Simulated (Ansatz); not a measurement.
One change: `[F][Ge]([F])([SH])[Cl]` becomes `[F][Ge]([F])([Cl])[Br]`.

Ansatz, PBE0-D4/def2-TZVP geometries, multiplicity 1. Each molecule was computed in one conformer, which needn't be the lowest.

Scalar relativity is left out up to krypton.

| property | `[F][Ge]([F])([SH])[Cl]` |
| --- | --- |
| size of the dipole moment (ωB97M-V/def2-TZVPP) / D | 2.41 |
| HOMO–LUMO gap (PBE/def2-TZVPP) / eV | 4.73 |
| HOMO energy (B3LYP/def2-TZVPP) / eV | -8.42 |
| LUMO energy (B3LYP/def2-TZVPP) / eV | -1.94 |
| ideal-gas entropy at 298 K and 1 bar (rigid rotor, harmonic PBE0-D4/def2-TZVP) / J/(mol·K) | 365 |
| HOMO energy (PBE0/def2-TZVPP) / eV | -8.69 |

(1) Give the same properties after the change, and the shifts. (An estimate is asked.)

Answers

(1) Ansatz gave: 
```json
{"property": "size of the dipole moment (ωB97M-V/def2-TZVPP) / D", "`[F][Ge]([F])([Cl])[Br]`": "1.45", "shift": "-0.96"}
{"property": "HOMO–LUMO gap (PBE/def2-TZVPP) / eV", "`[F][Ge]([F])([Cl])[Br]`": "5.07", "shift": "0.34"}
{"property": "HOMO energy (B3LYP/def2-TZVPP) / eV", "`[F][Ge]([F])([Cl])[Br]`": "-9.28", "shift": "-0.86"}
{"property": "LUMO energy (B3LYP/def2-TZVPP) / eV", "`[F][Ge]([F])([Cl])[Br]`": "-2.46", "shift": "-0.52"}
{"property": "ideal-gas entropy at 298 K and 1 bar (rigid rotor, harmonic PBE0-D4/def2-TZVP) / J/(mol·K)", "`[F][Ge]([F])([Cl])[Br]`": "359", "shift": "-6"}
{"property": "HOMO energy (PBE0/def2-TZVPP) / eV", "`[F][Ge]([F])([Cl])[Br]`": "-9.57", "shift": "-0.88"}
```

With PBE0 the HOMO falls by 0.88 eV and the LUMO falls by 0.51 eV, so the gap widens by about 0.37 eV. PBE moves the HOMO by -0.83 eV and ωB97M-V by -0.89 eV. The zero-point energy changes by -22.1 kJ/mol with -3 modes. Dipoles are sizes alone; their direction can turn.

B3LYP here is the variant with VWN-RPA as its local correlation; programs differ in this.

Spin–orbit coupling is left out; it splits and shifts lone-pair levels of the heavy atoms by tenths of an eV.
